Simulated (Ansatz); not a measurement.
`F[B](F)[AlH2]` + H₂O → `OB(F)F` + `[AlH3]` at 400 K and 1 bar (formal hydrolysis of a B–Al bond).

Computed with Ansatz on PBE0-D4/def2-TZVP structures; ΔE is electronic, products minus reactants. CBS: MP2 limit from def2 TZ/QZ plus the TZ coupled-cluster correction, frozen cores. This one scheme is used for every species. Each species was taken in one conformer, which may not be the lowest.

```csv
species,CCSD(T)/CBS energy (Eh),H − E (kJ/mol),S (J/(mol·K))
`F[B](F)[AlH2]`,-467.68048,84.7,335.5
H₂O,-76.37941,69.8,198.6
`OB(F)F`,-300.33752,83.9,290.6
`[AlH3]`,-243.78045,63.6,220.9
```

H − E and S are ideal-gas, rigid-rotor, harmonic terms from PBE0-D4/def2-TZVP, for one conformer and one mirror image of each species. 1 Eh = 2625.50 kJ/mol, R = 8.31446 J/(mol·K).

Task: By hand: ΔE, ΔH, ΔS and ΔG.

Result: ΔE = (-300.33752) + (-243.78045) − (-467.68048) − (-76.37941) = -0.05808 Eh = -152.5 kJ/mol. Δ(H − E) = 83.9 + 63.6 − 84.7 − 69.8 = -7.0, so ΔH = -159.5 kJ/mol. ΔS = 290.6 + 220.9 − 335.5 − 198.6 = -22.6 J/(mol·K). ΔG = -159.5 − 400 × (-22.6)/1000 = -150.5 kJ/mol.

Task: By hand: the equilibrium constant, and the temperature at which ΔG would vanish if ΔH and ΔS stayed fixed.

Result: log₁₀ K = −ΔG/(RT ln 10) = 19.7. ΔG = 0 at ΔH/ΔS = 7058 K, far beyond where these terms or the molecules hold.

ΔH outweighs TΔS. A doubt of 5 kJ/mol in ΔE shifts log₁₀ K by 0.7 here. Other conformers and mirror images would add mixing entropy, several J/(mol·K) or more a flexible species. These are equilibria of isolated gas molecules and say nothing of rates. Largest T1 diagnostic: 0.014 (customary marks: 0.02 for closed shells, 0.045 for open ones).
